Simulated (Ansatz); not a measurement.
# What a proton shuttle does

SiH₂Cl₂ ([Cl][SiH2][Cl]) + H₂O → SiH₂Cl₂O ([OH][SiH]([Cl])[Cl]) + H₂ (links in brackets), a four-centre ligand exchange, has a barrier of 40.17 kcal/mol above its start structure and a step energy of -18.97 kcal/mol. One HF is now added to the ring of the saddle, taking the hydrogen and handing on one of its own. Gas-phase electronic energies, without zero-point energy, by CCSD(T) at an estimated basis limit (MP2 extrapolated from triple and quadruple zeta, plus CCSD(T) − MP2 in triple zeta); Ansatz 0.2.0, def2-TZVPP and QZVPP, frozen cores, on PBE0-D4/def2-TZVP structures. Extrapolation: Hartree–Fock as exp(−7.88 √X), correlation as X^−2.97. Each barrier counts from its own start structure, which holds all the molecules, is reached by relaxing down from the saddle and may not be the deepest complex; no counterpoise correction.

Problem. What are the barrier and the step energy with the shuttle? (An estimate is asked for; the value comes from the calculation.)

Solution. By the calculation: Barrier 31.39 kcal/mol, 8.78 kcal/mol lower than without; step energy -18.71 kcal/mol, both from the start structure. Counted from all the molecules apart, the saddle lies at 21.52 kcal/mol with the shuttle and at 36.69 kcal/mol without; the start well goes from -3.48 to -9.86 kcal/mol. At the saddle the angle at each passing proton is O–H···H 133° without the shuttle, against O–H···F 154° and F–H···H 164° with it. Bringing in the extra molecule costs entropy, which these electronic energies leave out.

No T1 diagnostic of these runs exceeds 0.011.

For scale, one of the runs: CCSD(T)/def2-TZVPP, 258 basis functions, launched by `ansatz run in.yaml --threads 8 --pin off --events-out ev --progress --plain --max-ram 19148MiB`. Time: 82 s of wall clock on 8 CPU threads of an Intel Xeon Platinum 8259CL; the host was shared. Peak host memory: 5.8 GiB.
